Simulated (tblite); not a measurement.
C6H8NO (doublet state).
Structure used (GFN2-xTB), in Å, numbered top down from 1:
```
atom  x, y, z in Å
C1    -2.3884    0.7227    0.1182
C2    -1.2065    0.3122   -0.7354
C3     0.1256    0.9182   -0.3799
C4     0.7568   -0.2069   -0.0444
C5     2.0815   -0.6128    0.4228
N6     2.9559    0.4193    0.5458
O7     2.3779   -1.7631    0.6801
C8    -0.4967   -1.0171   -0.3472
H9    -2.1294    0.6716    1.1734
H10   -3.2337    0.0630   -0.0685
H11   -2.6871    1.7417   -0.1175
H12   -1.4464    0.3883   -1.7972
H13    2.6845    1.3586    0.3197
H14    3.8928    0.2341    0.8610
H15   -0.9226   -1.5028    0.5274
H16   -0.3716   -1.7180   -1.1698
```

Computed with GFN2-xTB (tblite): harmonic, unscaled wavenumbers at the GFN2-xTB geometry, gas phase. Against measured fundamentals such values can be off by several per cent, at times by over 20. One conformer, not necessarily the lowest. Open shells enter through the occupations alone, without spin polarisation, and single modes of such species can be off by tens of per cent.

Harmonic wavenumbers (cm⁻¹): 56.3, 92.5, 136.1, 213.1, 259.6, 271.4, 328.7, 374.6, 469.3, 530.1, 543.7, 627.3, 685.3, 827.8, 875.6, 910.5, 955.8, 1007.2, 1024.0, 1040.4, 1086.7, 1110.9, 1134.9, 1174.0, 1193.3, 1285.1, 1302.6, 1401.8, 1421.5, 1441.3, 1486.5, 1491.2, 1655.9, 1726.5, 2962.4, 2996.5, 3004.9, 3024.0, 3036.8, 3040.2, 3477.9, 3556.5.

A = 5425, B = 1195, C = 1048 MHz; mass 110.061 u (most abundant isotopes); point group C1, symmetry number 1; spin multiplicity 2.

Q: What is the zero-point energy?

A: Half the sum of the wavenumbers: 27620 cm⁻¹ = 78.97 kcal/mol.

Q: Give the ideal-gas entropy at 350 K and 1 bar in the rigid-rotor, harmonic-oscillator model (classical rotation).

A: Translation 40.83, rotation 28.73, vibration 26.85, spin (R ln 2) 1.38: S = 97.8 cal/(mol K).

Q: And Cp and H(350 K) − H(0)?

A: Cp = 37.27 cal/(mol K), of which vibrations give 29.32 (their classical limit is 42 R = 83.5); H(350 K) − H(0) = 7.85 kcal/mol without the zero-point energy, 5.07 from vibrations.

Q: How do the functions run with temperature in this model?

A: 
| T (K) | S (cal/(mol K)) | Cp (cal/(mol K)) | H − H(0) (kcal/mol) | G − H(0) (kcal/mol) | ln q(vib) |
| --- | --- | --- | --- | --- | --- |
| 50 | 57.5 | 11.6 | 0.47 | -2.41 | 0.32 |
| 100 | 67.0 | 16.2 | 1.16 | -5.53 | 1.16 |
| 298.15 | 92.2 | 32.9 | 6.03 | -21.45 | 5.15 |
| 373.15 | 100.2 | 39.2 | 8.73 | -28.67 | 6.71 |
| 500 | 113.0 | 48.3 | 14.31 | -42.20 | 9.35 |
| 750 | 135.2 | 61.0 | 28.10 | -73.31 | 14.45 |
| 1000 | 154.0 | 69.1 | 44.44 | -109.53 | 19.22 |

q(vib) and H(0) count from the zero-point level.

Q: Blend soft modes into free rotors: weight 1/[1 + (100 cm⁻¹/ν̃)⁴] for the oscillator and the rest for a rotor with moment μB/(μ + B), μ = h/(8π²ν), B = 10⁻⁴⁴ kg m². What vibrational entropy results?

A: 25.08 cal/(mol K) in place of 26.85, which changes −T·S at 350 K by +0.62 kcal/mol.

Q: Which modes carry the vibrational entropy at 350 K?

A: 56.3 cm⁻¹: 4.90; 92.5 cm⁻¹: 3.92; 136.1 cm⁻¹: 3.17; 213.1 cm⁻¹: 2.31; 259.6 cm⁻¹: 1.95; 271.4 cm⁻¹: 1.87 cal/(mol K); the other 36 give 8.73 together.

Q: What must be added to the electronic energy to get the Gibbs energy at 350 K and 1 bar?

A: ZPE + [H(350 K) − H(0)] − T·S = 78.97 + 7.85 − 34.22 = 52.60 kcal/mol.

Hindered rotation and anharmonicity are outside this model. Other conformers, if any are populated, would add a mixing term that is left out. The structure is chiral; the term R ln 2 for an equal mix with its mirror image is left out.
